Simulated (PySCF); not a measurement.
These are PySCF with PBE-D3(BJ)/def2-TZVP // BP86-D3(BJ)/def2-SVP values and carry that method's errors. Gas-phase values, no solvent. One relaxed conformer stands for a flexible species; it need not be the lowest. 

Reference species: [Zr(F)3(NH2)] (neutral, multiplicity 1).

- LUMO: -2.11 eV
- coordination number: 4
- HOMO–LUMO gap: 4.62 eV

Changed species: [Zr(F)2(NH2)2] (2 of 4 F replaced by NH2; the reference has 1 of 4 F replaced by NH2).

**Question.** Give the shifts of the LUMO, coordination number and HOMO–LUMO gap.

**Answer.** the LUMO rises by 0.35 eV, to -1.76 eV; the coordination number is nearly the same; the HOMO–LUMO gap falls by 0.58 eV, to 4.04 eV.
